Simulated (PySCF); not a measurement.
GaHCl2, SMILES [Cl][GaH][Cl]. Atoms are numbered in the order given.

```xyz
4

Ga     0.0000     0.0000    -0.5653
H      0.0000     0.0000    -2.1060
Cl     0.0000     1.7905     0.5774
Cl     0.0000    -1.7905     0.5774
```
Charge 0, spin multiplicity 1.

Geometry optimised at ωB97X-D3(BJ)/def2-TZVP.

Method: ωB97X/def2-TZVPD in PySCF.

Computed frontier levels, gap, dipole moment and polarisability:
| Item | Result |
|---|---|
| highest occupied level | -11.62 eV |
| lowest empty level | 0.10 eV |
| orbital gap | 11.72 eV |
| dipole moment | 1.79 D |
| quadrupole, principal values (traceless, Buckingham form, about the centre of nuclear charge) | -6.01, 0.97, 5.04 D·Å |
| mean static polarisability | 55.1 bohr³ (8.17 Å³) |
| polarisability, principal values | 43.0, 55.7, 66.6 bohr³ |
